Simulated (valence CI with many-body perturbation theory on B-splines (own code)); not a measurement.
# Missing levels of Ar¹³⁺

Computed by valence CI with perturbative core correlation (CI+MBPT): three valence electrons over a frozen Dirac-Fock core [He], a basis of 11 s, 11 p, 10 d, 8 f, 5 g, 2 h functions for each j, with the one-electron correlation potential Σ1 (screened to all orders), the two-electron term Σ2, the three-electron term Σ3, Breit, model QED; selected single and double excitations, second order for the rest, scaled by the run's own slope (own B-spline code, finite nucleus).

No measured levels were compared; by estimate levels of excited configurations hold to 0.05 to 0.15 % of their energy, terms of the ground configuration to about 0.5 %.

| Level | E (cm⁻¹) |
| --- | --- |
| 2s2 2p 2P°_1/2 | 0 |
| 2s2 2p 2P°_3/2 | 22656 |
| 2s 2p2 4P_1/2 | 229210 |
| 2s 2p2 4P_3/2 | 237800 |
| 2s 2p2 4P_5/2 | ? |
| 2s 2p2 2D_3/2 | ? |
| 2s 2p2 2D_5/2 | 411260 |
| 2s 2p2 2S_1/2 | 514720 |
| 2s 2p2 2P_1/2 | ? |
| 2s 2p2 2P_3/2 | 554990 |
| 2p3 4S°_3/2 | 717930 |
| 2p3 2D°_3/2 | 811080 |
| 2p3 2D°_5/2 | ? |
| 2p3 2P°_1/2 | ? |
| 2p3 2P°_3/2 | ? |
| 2s2 3s 2S_1/2 | 3416700 |
| 2s2 3p 2P°_1/2 | 3529600 |
| 2s2 3p 2P°_3/2 | 3535800 |
| 2s2 3d 2D_3/2 | 3640700 |
| 2s2 3d 2D_5/2 | 3642500 |

Problem. The levels stand in rising order. What does the calculation give for the missing energies?

Solution. 2s 2p2 4P_5/2 249280; 2s 2p2 2D_3/2 410290; 2s 2p2 2P_1/2 545470; 2p3 2D°_5/2 812970; 2p3 2P°_1/2 908940; 2p3 2P°_3/2 913260.
